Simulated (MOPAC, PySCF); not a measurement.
C8H10SSi, SMILES `C=Cc1cc([SiH3])ccc1S` (C–C–C–C torsion 34°, C–C–S–H torsion 38°), neutral singlet in the gas phase. 

Cartesian coordinates (Å):
```xyz
20

C     -2.5704     1.5906    -0.5704
C     -2.1993     0.7879     0.4372
C     -0.9266     0.0507     0.5255
C      0.2596     0.5975     0.0046
C      1.5009    -0.0460     0.1082
Si     3.0648     0.7579    -0.5591
C      1.5424    -1.2909     0.7615
C      0.3818    -1.8690     1.2720
C     -0.8516    -1.2134     1.1588
S     -2.2750    -2.0279     1.8647
H     -3.5206     2.1296    -0.5413
H     -1.9474     1.7298    -1.4590
H     -2.8812     0.6486     1.2835
H      0.1970     1.5810    -0.4690
H      3.6011     1.7775     0.3921
H      4.1083    -0.2877    -0.7663
H      2.7786     1.4442    -1.8529
H      2.4892    -1.8286     0.8628
H      0.4217    -2.8524     1.7458
H     -3.1650    -1.6724     0.9109
```
Charge 0, spin multiplicity 1.

All levels are single points at this geometry (B3LYP-D3(BJ)/def2-SVP); Pople sets use spherical d functions. Orbital energies aren't observables, and empty levels follow the basis.

```
level                            HOMO (eV)  LUMO (eV)  gap (eV)  dipole (D)  vertical IE, Delta-SCF (eV)
-------------------------------  ---------  ---------  --------  ----------  ---------------------------
ωB97X-D3(BJ)/def2-TZVP in PySCF      -8.72       0.59      9.32        0.85                         8.41
B3LYP/6-31G* in PySCF                -6.14      -1.15      4.98        0.96                         7.92
BP86/6-31G* in PySCF                 -5.48      -1.97      3.51        0.98                            –
PBE/6-31G* in PySCF                  -5.38      -1.87      3.51        0.99                         7.76
HF/6-31G* in PySCF                   -8.38       2.51     10.89        1.05                            –
AM1 in MOPAC                         -8.64      -0.27      8.37        1.58                            –
```
